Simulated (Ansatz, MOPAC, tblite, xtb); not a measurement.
Dissociation curve of AsH, triplet.

Levels: GFN2-xTB, 300 K electronic temperature (tblite); GFN1-xTB (xtb); PM3, unrestricted, heats of formation (MOPAC); FCI = Ansatz (a program for electronic structure) with full CI/aug-cc-pVDZ, cores with 3d frozen.

Energies relative to the lowest point of each curve near equilibrium, in kJ/mol; the last columns give the difference from FCI:

```
R / Å  GFN2-xTB  GFN1-xTB    PM3    FCI  GFN2-xTB − FCI  GFN1-xTB − FCI  PM3 − FCI
-----  --------  --------  -----  -----  --------------  --------------  ---------
1.17      188.3     195.1  114.4  213.3           -25.0           -18.2      -99.0
1.21      128.9     135.4   87.6  158.1           -29.2           -22.7      -70.5
1.31       42.8      47.1   38.8   65.0           -22.2           -18.0      -26.2
1.35       24.7      27.9   25.2   41.7           -17.0           -13.8      -16.5
1.45        2.8       3.7    4.1    8.2            -5.4            -4.5       -4.1
1.48        0.6       1.1    1.3    3.6            -2.9            -2.5       -2.3
1.53        0.0       0.0    0.0    0.0             0.0             0.0        0.0
1.59        2.9       3.0    4.2    1.3             1.6             1.7        2.8
1.63        6.5       7.0   10.2    4.8             1.6             2.2        5.3
1.67       11.1      12.4   18.5   10.1             1.0             2.4        8.5
1.77       25.9      31.2   47.9   28.4            -2.5             2.7       19.5
1.89       48.0      61.3   92.8   56.3            -8.3             5.0       36.5
2.06       84.0     111.3  155.2   98.9           -14.9            12.3       56.2
2.30      139.8     181.9  216.3  153.6           -13.8            28.3       62.7
2.52      189.1     241.8  252.9  191.8            -2.7            50.0       61.1
2.72      229.1     290.7  275.5  215.8            13.3            74.9       59.7
3.03      279.6     353.6  295.4  237.2            42.4           116.5       58.2
3.38      320.0     405.1  304.3  247.4            72.6           157.7       56.9
3.79      347.8     441.7  307.1  251.9            96.0           189.8       55.3
4.13      359.0     456.9  307.5  253.3           105.7           203.6       54.3
4.65      365.7         —  307.5  254.1           111.6               —       53.4
5.40          —         —  307.4  254.4               —               —       53.0
6.19          —         —  299.9  254.5               —               —       45.4
```

GFN2-xTB is furthest from FCI at 4.65 (111.6 kJ/mol, above); its mean absolute difference over the points is 28.1 kJ/mol.

GFN1-xTB is furthest from FCI at 4.13 (203.6 kJ/mol, above); its mean absolute difference over the points is 46.3 kJ/mol.

PM3 is furthest from FCI at 1.17 (-99.0 kJ/mol, below); its mean absolute difference over the points is 39.5 kJ/mol.

Dashes: no converged value, or the column stops at the first point that the program doubted or that broke a chosen test of continuity, which isn't proof of a fault.
